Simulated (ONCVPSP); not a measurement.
## aluminium: excitation energies, all-electron against ONCV

```json
{"Element": "aluminium", "Generator": "ONCVPSP 4.0.1", "Type": "optimised norm-conserving Vanderbilt (ONCV)", "Functional": "PBE", "Relativity": "scalar-relativistic", "Frozen core": "[Ne]", "Valence charge": "3", "Reference configuration": "3s2 3p1", "Partial waves": "3s: rc 1.60 bohr, ncon 4, nbas 7, qcut 4.1 1/bohr, 2 projectors, debl 2.7 Ha; 3p: rc 2.25 bohr, ncon 4, nbas 7, qcut 4.1 1/bohr, 3 projectors, debl 1.3 Ha", "Local potential": "polynomial inside 1.15 bohr (lpopt 2, dvloc0 0 Ha)", "Core correction": "Teter function, fcfact 2.25, rcfact 1.55"}
```

Energies are relative to the spin-unpolarised reference configuration 3s2 3p1; without spin polarisation the order of configurations can differ from experiment.

Give the all-electron excitation energy and the error of the potential for: 3s2 3p0; 3s1 3p0; 3s2 3p0.5; 3s1 3p1.

```json
{"valence configuration": "3s2 3p0", "charge": "+1", "ΔE all-electron (eV)": "5.761", "error AE − PS (meV)": "-0.9"}
{"valence configuration": "3s1 3p0", "charge": "+2", "ΔE all-electron (eV)": "24.987", "error AE − PS (meV)": "-22"}
{"valence configuration": "3s2 3p0.5", "charge": "+0.5", "ΔE all-electron (eV)": "2.086", "error AE − PS (meV)": "0.0"}
{"valence configuration": "3s1 3p1", "charge": "+1", "ΔE all-electron (eV)": "11.571", "error AE − PS (meV)": "-6.1"}
```

Note: no bound ghost flagged; GHOST(+) flagged for s at 123.4 eV.
